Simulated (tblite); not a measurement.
Compound: C7H12OSi.
SMILES with atom numbers: `[CH:1]#[C:2][C@:3]([CH3:4])([CH:5]=[O:6])[CH2:7][CH2:8][SiH3:9]` (hydrogens: H10 on C1; H11, H12, H13 on C4; H14 on C5; H15, H16 on C7; H17, H18 on C8; H19, H20, H21 on Si9)

The geometry is computed with GFN2-xTB (gas phase).

Q: What internal coordinates does the optimisation give?

A: 
```csv
bond,length (Å),order
C1≡C2,1.197,triple
C2–C3,1.453,single
C3–C4,1.542,single
C3–C5,1.519,single
C5=O6,1.197,double
C3–C7,1.539,single
C7–C8,1.525,single
C8–Si9,1.900,single
C1–H10,1.049,single
"C4–H11, C4–H12, C4–H13",1.088,single
C5–H14,1.109,single
C7–H15,1.093,single
C7–H16,1.092,single
C8–H17,1.093,single
C8–H18,1.091,single
"Si9–H19, Si9–H20, Si9–H21",1.464,single
```

Bonds in one row agree within 0.01 Å and their mean is given. Orders are formal, as drawn. A selection of angles:
```csv
angle,degrees
C1–C2–C3,179.6
C2–C3–C4,109.2
C2–C3–C5,109.2
C2–C3–C7,111.1
C4–C3–C5,105.4
C4–C3–C7,110.4
C5–C3–C7,111.4
C3–C5–O6,125.5
C3–C7–C8,113.0
C7–C8–Si9,112.3
```

Torsions: C2–C3–C5–O6 -144° (anticlinal); C2–C3–C7–C8 55° (synclinal); C3–C7–C8–Si9 179° (antiperiplanar).

Si9 (SiH3 silicon) is tetrahedral (angles from 108.9° to 110.1°). The 6 C–C bonds span 1.197 Å (C1≡C2, drawn triple) to 1.542 Å (C3–C4, drawn single), a spread of 0.345 Å. Of the pairs four or more bonds apart, C2···H17 is among the closest relative to their van der Waals radii: 2.59 Å, 89 % of the sum of Bondi's values.

Point group: C1 (no symmetry element, even within 0.4 Å). Its GFN2-xTB frequencies are all real (lowest 50 cm⁻¹). One conformer, not necessarily the lowest. 3 starts were optimised and ended at 0.00, 0.30 and 1.33 kcal/mol (GFN2-xTB); the lowest of these is shown.

The run took 0.44 s on Arm Neoverse V1, one thread, shared host with 32 logical CPUs at a one-minute load of 6.9. That covers the optimisation of the geometry.
